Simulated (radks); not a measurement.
Values are calculated unless marked as measured or tabulated.
How relativity changes the ionisation of the arsenic ion As+ ([Ar] 3d10 4s2 4p2) to As2+ ([Ar] 3d10 4s2 4p1). Spin-unpolarised spherical Kohn-Sham, PBE, point nucleus unless stated (finite: rms radius 4.0968 fm), a radial shooting solver on a logarithmic mesh with Libxc functionals. A level marked "c x" has the speed of light scaled by that factor and shares open shells by 2j + 1; other Dirac levels either fill j = l - 1/2 first or share by 2j + 1.

| level | E(As+) (hartree) | E(As2+) (hartree) | IE (eV) | HOMO | <r> HOMO (bohr) |
|---|---|---|---|---|---|
| non-rel. | -2235.13218 | -2234.47342 | 17.926 | 4p | 2.320 |
| scalar-rel. | -2260.47031 | -2259.81182 | 17.918 | 4p | 2.313 |
| scalar-rel., finite nucleus | -2260.45533 | -2259.79684 | 17.918 | 4p | 2.313 |
| Dirac, 2j+1 shares | -2260.59164 | -2259.93301 | 17.922 | 4p3/2 | 2.326 |
| Dirac, low j first | -2260.60799 | -2259.94283 | 18.100 | 4p1/2 | 2.292 |
| Dirac, 2j+1 shares, finite nucleus | -2260.57665 | -2259.91802 | 17.922 | 4p3/2 | 2.326 |
| Dirac, c x 0.85 | -2270.77178 | -2270.11317 | 17.922 | 4p3/2 | 2.328 |
| Dirac, c x 1.25 | -2251.25703 | -2250.59837 | 17.923 | 4p3/2 | 2.324 |
| Dirac, c x 2 | -2241.36132 | -2240.70260 | 17.925 | 4p3/2 | 2.321 |

NIST Atomic Spectra Database: 18.589 eV (measured). The relativistic part of the total energy of As+ is -25.44 hartree (Dirac, 2j+1 shares, finite nucleus), 1.1 % of the non-relativistic value. Spin polarisation and multiplet splitting of open shells are left out at every level.

Beside tabulated values, note that spin-unpolarised runs miss the spin-polarisation part of the exchange energy of open shells.
